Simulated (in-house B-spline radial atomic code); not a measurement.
Radial electron density of the indium ion In⁷⁺, [Kr] 4d6. All numbers are computed (scalar-relativistic (X2C) r2SCAN0, spin-polarised, spherical fractional occupations, exact exchange averaged over the configuration; Fermi nucleus of rms radius 4.6156 fm) with a radial B-spline atomic code at the basis-set limit, not measured.

One-electron X2C: radii and densities carry no picture-change correction, so inner-shell <1/r> comes out high (for 1s by about 2 % at Z = 33, 5 % at 54, 10 % at 75, 30 % at 118) and <r> low.

Columns: r (bohr), 4πr²n(r) (electrons per bohr), bar.

```
0.000883     1.71 #
 0.00107    2.332 #
  0.0013    3.181 ##
 0.00158    4.325 ##
 0.00191    5.802 ###
 0.00232    7.791 ####
 0.00281    10.34 ######
 0.00341    13.63 #######
 0.00414    17.78 ##########
 0.00502    22.83 ############
 0.00609    28.83 ################
 0.00738    35.62 ###################
 0.00896    43.01 ########################
  0.0109    50.45 ############################
  0.0132    56.88 ###############################
   0.016    61.55 ##################################
  0.0194    63.57 ###################################
  0.0235    62.58 ##################################
  0.0285    59.23 ################################
  0.0346    55.43 ##############################
   0.042    54.09 ##############################
  0.0509    57.59 ################################
  0.0617    65.96 ####################################
  0.0749    75.64 #########################################
  0.0908    80.39 ############################################
    0.11    76.08 ##########################################
   0.134    64.62 ###################################
   0.162    55.52 ##############################
   0.197    55.83 ###############################
   0.238    62.86 ##################################
   0.289    64.94 ####################################
   0.351    53.55 #############################
   0.425    34.82 ###################
   0.516     21.3 ############
   0.626    18.71 ##########
   0.759     20.4 ###########
    0.92    18.44 ##########
    1.12    12.13 #######
    1.35    5.975 ###
    1.64    2.048 #
    1.99   0.4897 
    2.42  0.07511 
    2.93 0.007232 
    3.55 0.0003699
```

On this grid the curve has 4 maxima, near 0.0194, 0.0908, 0.289, 0.759 bohr.

The 4p down radial function P(r) = rR(r), positive near the nucleus:

| r (bohr) | P |
| --- | --- |
| 0.00107 | 0.001276 |
| 0.00158 | 0.002438 |
| 0.00232 | 0.004673 |
| 0.00341 | 0.00903 |
| 0.00502 | 0.0175 |
| 0.00738 | 0.03354 |
| 0.0109 | 0.06358 |
| 0.016 | 0.1153 |
| 0.0235 | 0.1981 |
| 0.0346 | 0.3117 |
| 0.0509 | 0.4221 |
| 0.0749 | 0.4341 |
| 0.11 | 0.2104 |
| 0.162 | -0.2739 |
| 0.238 | -0.6669 |
| 0.351 | -0.3809 |
| 0.516 | 0.5726 |
| 0.759 | 1.22 |
| 1.12 | 0.9094 |
| 1.64 | 0.3057 |
| 2.42 | 0.0369 |
